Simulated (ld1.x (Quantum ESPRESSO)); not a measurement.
**What one change does to a pseudopotential (gold, TM semilocal)**

- Element: Au
- Generator: ld1.x (Quantum ESPRESSO) 7.5
- Type: norm-conserving Troullier–Martins (semilocal form)
- Functional: LDA (PZ)
- Relativity: scalar-relativistic
- Frozen core: [Xe] 4f14
- Valence charge: 11
- Reference configuration: 5d10 6s1 6p0
- Partial waves: 6s (bound): rc 2.35 bohr; 5d (bound): rc 1.65 bohr; 6p (bound, empty): rc 2.90 bohr
- Local potential: the p channel
- Core correction: none

All-electron outer shells of the reference configuration (LDA (PZ), scalar-relativistic, ld1.x):

```
shell  level (eV)  outermost node (bohr)  outermost maximum (bohr)
   4f      -81.59                      –                      0.37
   5p      -60.06                   0.52                      0.96
   5d       -7.12                   0.56                      1.21
   6s       -6.09                   1.11                      2.32
   6p       -0.89                   1.32                      3.51
```

Change: wave 6s (bound): rc 2.35 bohr becomes 6s (bound): rc 1.50 bohr.

Cutoffs: the cutoffs (Ry, on a coarse ladder) from which the occupation-weighted sum of valence levels, in a spherical-Bessel basis at the reference potential, stays within 10 and 1 mRy of its value at 400 Ry; they do not see the model core or the augmentation charge, which bear on the density cutoff. Errors are all-electron minus pseudo energies relative to the spin-unpolarised reference configuration.

Question: Predict the effect on cutoff, ghosts and configuration errors.

Answer: The potential gets harder (45 Ry and 60 Ry → 80 Ry and 140 Ry); a bound ghost appears in s, which as a rule spoils a file; of the 9 tests that both files solve, the error grows in 9 and shrinks in 0 by more than 15 % and 0.3 meV (median size 7.3 → 41.0 meV); the range in which the s phases agree narrows (upper end 1.9 → -0.1). A smaller radius makes the pseudo-wave follow the all-electron one further in, where it bends more sharply, so more plane waves are needed. That the errors move this way runs against the usual rule that smaller radii transfer better. A semilocal file is local in each channel, so a ghost entry of none says nothing of the separable form that plane-wave codes build from it.

| quantity | base | changed |
| --- | --- | --- |
| cutoff, loose | 45 Ry | 80 Ry |
| cutoff, tight | 60 Ry | 140 Ry |
| loose cutoff by channel (10 mRy a level) | s 8 Ry, d 35 Ry | s 80 Ry, d 35 Ry |
| bound ghosts | none | s |
| error for 5d10 6s0 6p0, meV [ΔE 9.77 eV] | -6.8 | +35 |
| error for 5d9 6s0 6p0, meV [ΔE 31.28 eV] | +12 | +34 |
| error for 5d8 6s0 6p0, meV [ΔE 65.44 eV] | -5.7 | -18 |
| error for 5d10 6s0 6p1, meV [ΔE 5.40 eV] | -1.0 | +33 |
| error for 5d9 6s2 6p0, meV [ΔE 1.60 eV] | -27 | +211 |
| error for 5d9 6s1 6p1, meV [ΔE 7.52 eV] | -26 | +140 |
| error for 5d9 6s1 6p0, meV [ΔE 12.37 eV] | -7.3 | +211 |
| error for 5d10 6s1 6p0 (spin-polarised), meV [ΔE -0.13 eV] | +4.2 | +41 |
| error for 5d9 6s0 6p0 (spin-polarised), meV [ΔE 31.13 eV] | +103 | +125 |
| s: phases at 3.16 bohr within 0.05 rad from the reference energy up to (Ry; the scan ends near 5) | 1.9 | -0.1 |
| p: phases at 3.16 bohr within 0.05 rad from the reference energy up to (Ry; the scan ends near 5) | 2.5 | 2.5 |
| d: phases at 3.16 bohr within 0.05 rad from the reference energy up to (Ry; the scan ends near 5) | to the end of the scan | to the end of the scan |

 A true bound ghost makes a file unfit for plane-wave use even where its test errors are small: the radial tests pick states by their node count and pass the ghost by.
